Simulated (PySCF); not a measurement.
CH4ClF2NSi, SMILES F[Si](Cl)(F)NC. Geometry optimised at PBE-D3(BJ)/def2-SVP. This is a generated structure with no PubChem entry under its InChIKey; it may be hypothetical. One conformer was computed; it need not be the lowest.

Computed equilibrium geometry at PBE-D3(BJ)/def2-SVP (PySCF confirms it by a frequency run) as bond lengths and angles (one conformer of several):
Atoms: C1 N2 Si3 F4 F5 Cl6 H7 H8 H9 H10. Bond lengths (Å): C1–N2 1.455, C1–H7 1.111, C1–H8 1.108, C1–H9 1.113, N2–Si3 1.698, N2–H10 1.023, Si3–F4 1.622, Si3–F5 1.626, Si3–Cl6 2.053. Angles (°): N2–C1–H7 111.3, N2–C1–H8 109.5, N2–C1–H9 113.1, H7–C1–H8 107.0, H7–C1–H9 108.0, H8–C1–H9 107.6, C1–N2–Si3 127.4, C1–N2–H10 115.4, Si3–N2–H10 116.8, N2–Si3–F4 108.1, N2–Si3–F5 115.8, N2–Si3–Cl6 110.7, F4–Si3–F5 104.8, F4–Si3–Cl6 111.3, F5–Si3–Cl6 105.9.
Charge 0, spin multiplicity 1.
